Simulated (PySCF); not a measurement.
**Dipole response of Cu (copper, neutral)**

[Ar] 3d9 4s1 4p1, one real determinant (an excited configuration). All numbers are calculated (PySCF 2.14, a scalar-relativistic core potential, in aug-cc-pwCVTZ-PP with ECP10MDF). Coupled (time-dependent) response in atomic units; α is the mean over directions.

| method | mean α (bohr³) | α xx, yy, zz | C₆ (like pair) | S(−4) |
| --- | --- | --- | --- | --- |
| BLYP | 83.42 | 50.91, 50.91, 148.4 | 676.4 | 10600 |

S(−4) is the Cauchy moment in α(ω) = α(0) + S(−4) ω² + …

α(iu) at BLYP:

| u (hartree) | α(iu) (bohr³) |
| --- | --- |
| 0 | 83.42 |
| 0.0500 | 66.70 |
| 0.100 | 48.61 |
| 0.200 | 27.94 |
| 0.300 | 17.62 |
| 0.500 | 8.973 |
| 0.750 | 5.181 |
| 1.00 | 3.561 |
| 1.50 | 2.141 |
| 2.00 | 1.490 |
| 3.00 | 0.8728 |
| 5.00 | 0.4221 |

A single London oscillator, α(iu) = α/(1 + u²/ω²), gives C₆ = (3/4) ω α². Matching the computed C₆ needs ω = 4 × 676.4 / (3 × 83.42²) = 0.130 hartree.

The components differ because the open shell of this determinant is not spherical; for a pure term their mean is the scalar polarisability.

⟨L²⟩ = 8.01 against 12 for a pure F term, so this real determinant mixes terms. Energies and moments cover only the electrons outside the core potential.
